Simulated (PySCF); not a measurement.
**How methods differ on the excitation energy of Ti(2+)**

Ti(2+) [Ar] 3d2 (3F) → Ti(2+) [Ar] 3d1 4s1 (3D), as a difference of total energies. Computed with PySCF 2.14 in aug-cc-pVDZ (7s6p4d2f, 59 functions), with the non-relativistic Hamiltonian (point nucleus). Correlated levels: valence: [Ar] frozen. The calculations carry no spin-orbit coupling.

| method | excitation energy (eV) |
| --- | --- |
| UHF | 5.106 |
| LDA | 5.389 |
| PBE | 5.486 |
| PBE0 | 5.562 |
| r2SCAN | 5.816 |
| BLYP | 5.378 |
| BHandHLYP | 5.468 |
| wB97X-V | 5.631 |
| TPSSh | 5.835 |
| MP2 (valence) | 5.125 |
| SCS-MP2 (valence) | 5.112 |
